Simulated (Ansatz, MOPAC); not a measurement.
System: BaCl (charge +1, singlet). SMILES: [Cl][Ba+]

Atoms: Ba1, Cl2. Bonds: Ba1-Cl2.

Bond lengths (Å) and angles (degrees) optimised at AM1 with MOPAC; MNDO with MOPAC; B3LYP/6-31G* with LANL2DZ past Ar with Ansatz (a first-principles code), each started from the B3LYP-D3(BJ)/def2-TZVP structure (Ansatz) of the last column. A row stands for all coordinates that are equal there. 6-31G* holds six Cartesian d functions.

```tsv
coordinate	AM1	MNDO	B3LYP/6-31G* with LANL2DZ past Ar	B3LYP-D3(BJ)/def2-TZVP
Ba1-Cl2	2.667	2.608	2.852	2.596
```

Mean signed difference of all 1 bond lengths from B3LYP-D3(BJ)/def2-TZVP: AM1 0.070 Å, MNDO 0.012 Å, B3LYP/6-31G* with LANL2DZ past Ar 0.255 Å.
